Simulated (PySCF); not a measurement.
**Energy of Ho²⁺ (holmium, charge +2) between two integer charges**

The 4f beta orbital of [Xe] 4f11 is emptied in steps (occupation f), with all orbitals relaxed, ending at [Xe] 4f10. All numbers are calculated (PySCF 2.14, a scalar-relativistic core potential, in def2-SVP with the def2 core potential (28 electrons) (10s6p4d3f1g, 78 functions)). The exact energy is a straight line in f; departures are measured from the line between the end points of the same method.

| f | UHF (eV) |
| --- | --- |
| 1 | 0.000 |
| 0.75 | 1.181 |
| 0.5 | 1.516 |
| 0.25 | 1.094 |
| 0 | 0.000 |

Problem. For UHF, how does the orbital energy at f = 1 compare with the removal energy?

Solution. −ε = 25.007 eV against a total-energy difference of 18.474 eV. By Janak's theorem ε = ∂E/∂f, so the gap between them reflects the curvature. Along the path −ε is 21.447 (f = 0.75), 18.242 (f = 0.5), 15.386 (f = 0.25) eV.

Reference removal energy between the ground levels: 22.79 ± 0.03 eV (semi-empirical (NIST evaluation); NIST Atomic Spectra Database, ionization energies). The calculation has no spin-orbit coupling. The determinant left behind need not be the lowest term of the ion. UHF lacks correlation.
